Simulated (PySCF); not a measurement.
C2H6BClO, SMILES COB(C)Cl. Atoms are numbered in the order given.

```xyz
11

B     -0.0867     0.0695     0.1798
Cl     1.0091     1.4826     0.1117
C     -1.1124    -0.0174     1.3685
H     -1.7347    -0.9241     1.3849
H     -1.7841     0.8574     1.3324
H     -0.5772     0.0544     2.3299
O      0.0698    -0.8083    -0.8245
C     -0.6606    -1.9996    -1.0275
H     -1.3246    -1.8783    -1.8984
H      0.0478    -2.8139    -1.2430
H     -1.2688    -2.2788    -0.1532
```
Charge 0, spin multiplicity 1.

The structure is a stationary point at B3LYP-D3(BJ)/def2-SVP. This is a generated structure with no PubChem entry under its InChIKey; it may be hypothetical. One conformer was computed; it need not be the lowest.

Computed with B3LYP-D3(BJ)/def2-SVP in PySCF.

Frequencies are harmonic and unscaled.

A small imaginary wavenumber (i) marks a very flat motion, where grid noise or a shallow saddle decides the sign.

| mode | ν (cm⁻¹) | IR (km/mol) | Raman (Å⁴/amu) | depolarisation | moving atoms (share of kinetic energy) |
|---|---|---|---|---|---|
| 1 | 25i | 0.3 | 0.2 | 0.59 | H 96 % |
| 2 | 46 | 1.0 | 0.0 | – | H 96 % |
| 3 | 150 | 3.0 | 0.1 | 0.73 | O 50 %, H 21 %, C 16 % |
| 4 | 249 | 1.2 | 0.9 | 0.61 | C 41 %, H 22 %, Cl 14 %, O 13 %, B 10 % |
| 5 | 300 | 1.4 | 0.8 | 0.73 | C 42 %, H 29 %, Cl 16 % |
| 6 | 394 | 11.9 | 2.9 | 0.36 | Cl 39 %, O 28 %, C 21 %, H 12 % |
| 7 | 439 | 3.7 | 0.4 | 0.75 | B 54 %, H 36 % |
| 8 | 631 | 27.8 | 6.6 | 0.12 | C 35 %, O 22 %, H 19 %, Cl 14 %, B 10 % |
| 9 | 822 | 5.6 | 2.8 | 0.40 | H 57 %, C 24 %, B 9 %, O 8 % |
| 10 | 880 | 20.8 | 0.1 | 0.74 | H 52 %, B 27 %, C 19 % |
| 11 | 1055 | 7.7 | 1.7 | 0.32 | C 35 %, B 27 %, O 20 %, H 16 % |
| 12 | 1090 | 240.5 | 2.3 | 0.70 | B 54 %, H 20 %, C 13 %, O 12 % |
| 13 | 1180 | 23.5 | 2.8 | 0.75 | H 73 %, C 19 % |
| 14 | 1186 | 10.7 | 2.4 | 0.75 | H 74 %, C 19 % |
| 15 | 1322 | 98.1 | 3.4 | 0.74 | H 67 %, C 23 % |
| 16 | 1394 | 302.1 | 13.6 | 0.52 | H 53 %, B 19 %, O 15 %, C 13 % |
| 17 | 1437 | 3.9 | 10.2 | 0.75 | H 96 % |
| 18 | 1451 | 52.3 | 3.7 | 0.42 | H 84 %, C 8 % |
| 19 | 1471 | 3.6 | 18.3 | 0.75 | H 97 % |
| 20 | 1479 | 7.0 | 28.3 | 0.74 | H 95 % |
| 21 | 1514 | 175.3 | 6.5 | 0.75 | H 52 %, B 25 %, O 20 % |
| 22 | 3029 | 40.2 | 61.2 | 0.02 | H 97 % |
| 23 | 3035 | 9.4 | 230.1 | 0.01 | H 97 % |
| 24 | 3104 | 2.7 | 80.7 | 0.74 | H 91 %, C 9 % |
| 25 | 3115 | 22.3 | 67.2 | 0.75 | H 90 %, C 10 % |
| 26 | 3123 | 20.7 | 61.6 | 0.66 | H 90 %, C 10 % |
| 27 | 3130 | 23.2 | 86.8 | 0.75 | H 91 %, C 9 % |
